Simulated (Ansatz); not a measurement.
C2H7GaO2Se, singlet, geometry from GFN2-xTB (such geometries of metal compounds can be far from the true shape); SC-NEVPT2/STO-3G, CASSCF(6,6) (Ansatz, a program for electronic structure).

Input for Ansatz:
Ansatz 0.2 input:
```yaml
crystal:
  periodic: [false, false, false]
  atoms:
    - {symbol: Ga, position_ang: [-0.14215990, 0.08041289, -0.35618085]}
    - {symbol: O, position_ang: [0.26391783, 1.60146802, -1.13879147]}
    - {symbol: C, position_ang: [-0.05382783, 2.21182689, -2.37764908]}
    - {symbol: H, position_ang: [-0.55575440, 3.16234368, -2.18028556]}
    - {symbol: H, position_ang: [0.87438549, 2.39807232, -2.92363213]}
    - {symbol: H, position_ang: [-0.70652789, 1.58379038, -2.98767687]}
    - {symbol: O, position_ang: [-1.19379126, -1.05351902, -1.21358479]}
    - {symbol: C, position_ang: [-1.74917586, -2.33053874, -0.96913363]}
    - {symbol: H, position_ang: [-1.45602315, -2.73081639, 0.00641421]}
    - {symbol: H, position_ang: [-2.83878886, -2.25407959, -1.00451335]}
    - {symbol: H, position_ang: [-1.40914545, -3.01808563, -1.74760186]}
    - {symbol: Se, position_ang: [0.80331865, -0.18831862, 1.73914111]}
    - {symbol: H, position_ang: [1.44298656, 1.09748782, 1.64781029]}
basis:
  gaussian:
    orbitals: STO-3G
magnetization: {spin_polarized: false}
correlation: {method: sc_nevpt2, electrons: all, active_space: {window: {electrons: 6, orbitals: 6}}}
```

Output, abridged:

```
Functional definition: HF
755 factors; integrals over basis functions are off by at most 5.8e-5 eV
mean field evaluation 1: about -122476.9470 eV, gradient 3.1e1 eV
mean field evaluation 2: about -122477.1786 eV, gradient 3.1e1 eV
mean field evaluation 4: about -122480.8343 eV, gradient 2.2e0 eV
mean field evaluation 8: about -122480.8594 eV, gradient 3.1e-2 eV
mean field -122480.85613391 eV, -4501.0884424152 hartree, gradient 1.3e-6 eV, S^2 0.000000; 0 other end points of the search recorded, 0 dependent functions left out
reference -122480.85613391 eV, -4501.0884424152 hartree; 50, 50 occupied and 13, 13 virtual orbitals, 755 factors
state -122482.43791878 eV, -4501.1465719368 hartree
state -122482.43791878 eV, -4501.1465719368 hartree; corrected -122487.94759634 eV, -4501.3490488528 hartree
state -122481.92478666 eV, -4501.1277146793 hartree
state -122481.92478666 eV, -4501.1277146793 hartree; corrected -122487.86361767 eV, -4501.3459626933 hartree
state -122482.43791878 eV, -4501.1465719368 hartree; corrected -122487.94759634 eV, -4501.3490488528 hartree
2 active orbitals were swapped for others, from the solution at -122481.92409339 eV, -4501.1276892021 hartree to that at -122482.43723282 eV, -4501.1465467285 hartree; typed "places" are swapped only where nearly empty or full, and so, without "given_window_search", are "orbital_numbers", "shells" and a window whose orbitals a file names under [Active]
Total energy: -122487.94759634 eV, -4501.3490488528 hartree
```
